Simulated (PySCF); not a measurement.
Compound: C8H8O.
Atom-mapped SMILES: `[CH2:1]=[C:2]1[CH:3]=[CH:4][CH:5]=[C:6]1[C:7]([CH3:8])=[O:9]` (hydrogens: H10, H11 on C1; H12 on C3; H13 on C4; H14 on C5; H15, H16, H17 on C8)

Torsions of this conformer, `[CH2:1]=[C:2]1[CH:3]=[CH:4][CH:5]=[C:6]1[C:7]([CH3:8])=[O:9]`: C5–C6–C7–C8 -1°.

The closed-shell ground state was solved at several levels (PySCF, density fitting, gas phase, non-relativistic). Geometry: PBE0-D3(BJ)/def2-SVP, one conformer, isolated molecule.

| level | basis functions | HOMO (eV) | LUMO (eV) | gap (eV) | dipole (D) |
| --- | --- | --- | --- | --- | --- |
| PBE0/pcSseg-1 | 193 | -6.81 | -2.56 | 4.25 | 2.60 |
| B3LYP/pcJ-1 | 323 | -6.58 | -2.70 | 3.88 | 2.64 |

(1) What might wB97X-D/def2-SVPD (247 basis functions) give for the same quantities?

(2) Over all these levels, which gives the widest orbital gap and which the narrowest?

(3) How far do the dipole and the HOMO energy spread over the levels?

Answers

(1) HOMO -8.58 eV, LUMO -0.89 eV, gap 7.69 eV, dipole 2.68 D.

(2) wB97X-D/def2-SVPD (range-separated hybrid) has the widest, 7.69 eV, and B3LYP/pcJ-1 (global hybrid, 20 % exact exchange) the narrowest, 3.88 eV. Functional and basis both differ between the two, so the spread mixes both effects.

(3) The dipole runs from 2.60 to 2.68 D (mean 2.64 D) and the HOMO from -8.58 to -6.58 eV.
